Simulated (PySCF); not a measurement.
PySCF input for B(Cl)(OMe)(SH) (CH4BClOS), SMILES COB(S)Cl, PBE/pcSseg-1. The structure is a stationary point at PBE-D3(BJ)/def2-SVP. The structure was generated by enumeration, and PubChem lists no compound with its InChIKey, so it may never have been made. One conformer was computed; it need not be the lowest.

```python
import numpy as np
from pyscf import gto, scf, dft
from pyscf.prop.nmr import rks as nmr

mol = gto.M(
    atom='''
    B    -0.13453561    0.14226667    0.00000000
    Cl   -0.52778009    1.87471730   -0.00000000
    O    -1.16947342   -0.72903010    0.00000000
    C    -0.97982561   -2.13803712   -0.00000000
    H    -0.42078855   -2.46856131    0.90209296
    H    -1.97693442   -2.61795767    0.00000000
    H    -0.42078855   -2.46856131   -0.90209296
    S     1.59684478   -0.44754433   -0.00000000
    H     2.14867567    0.79472570   -0.00000000
    ''',
    basis='pcSseg-1',
    charge=0,
    spin=0,
    max_memory=1600,
    verbose=3,
)
mf = dft.RKS(mol, xc='pbe')
mf.grids.level = 3
mf.conv_tol = 1e-10
mf.max_cycle = 100
mf.kernel()
n = nmr.NMR(mf)
n.verbose = 2
n.max_cycle_cphf = 60
sigma = n.kernel()
print('atom   isotropic/ppm   span/ppm')
for i, s in enumerate(sigma):
    w = np.linalg.eigvalsh((s + s.T) / 2)
    print(f'{mol.atom_symbol(i):2s}{i + 1:3d} {w.mean():14.3f} {w[2] - w[0]:11.3f}')
```

It prints:

```
converged SCF energy = -998.513743602382
atom   isotropic/ppm   span/ppm
B   1         55.832      44.687
Cl  2        741.770     402.983
O   3        157.277     355.505
C   4        120.222      86.029
H   5         27.228       8.856
H   6         26.996       9.709
H   7         27.228       8.856
S   8        546.975     228.870
H   9         28.602      14.437
```

The run converged.

Cost: around 28 core-seconds (rough).
